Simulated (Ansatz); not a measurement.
One change: `[AlH2][SiH]([SiH3])CCl` becomes `[AlH2][SiH]([SiH3])Cl`.

Ansatz, PBE0-D4/def2-TZVP geometries, multiplicity 1. Each molecule was computed in one conformer, which needn't be the lowest.

| property | `[AlH2][SiH]([SiH3])CCl` |
| --- | --- |
| HOMO–LUMO gap (PBE/def2-TZVPP) / eV | 4.03 |
| HOMO energy (ωB97M-V/def2-TZVPP) / eV | -9.04 |
| LUMO energy (PBE/def2-TZVPP) / eV | -2.03 |
| HOMO energy (PBE/def2-TZVPP) / eV | -6.07 |
| HOMO energy (PBE0/def2-TZVPP) / eV | -7.10 |
| HOMO–LUMO gap (B3LYP/def2-TZVPP) / eV | 5.62 |

Question: Give the same properties after the change, and the shifts. (Best estimate.)

Answer: The calculation gave: 
```csv
property,`[AlH2][SiH]([SiH3])Cl`,shift
HOMO–LUMO gap (PBE/def2-TZVPP) / eV,3.19,-0.84
HOMO energy (ωB97M-V/def2-TZVPP) / eV,-9.27,-0.23
LUMO energy (PBE/def2-TZVPP) / eV,-3.09,-1.06
HOMO energy (PBE/def2-TZVPP) / eV,-6.29,-0.22
HOMO energy (PBE0/def2-TZVPP) / eV,-7.34,-0.24
HOMO–LUMO gap (B3LYP/def2-TZVPP) / eV,4.61,-1.01
```

With PBE0 the HOMO falls by 0.24 eV and the LUMO falls by 1.25 eV, so the gap narrows by about 1.01 eV. PBE moves the HOMO by -0.22 eV and ωB97M-V by -0.23 eV. The zero-point energy changes by -72.7 kJ/mol with -9 modes.

B3LYP here is the variant with VWN-RPA as its local correlation; programs differ in this.
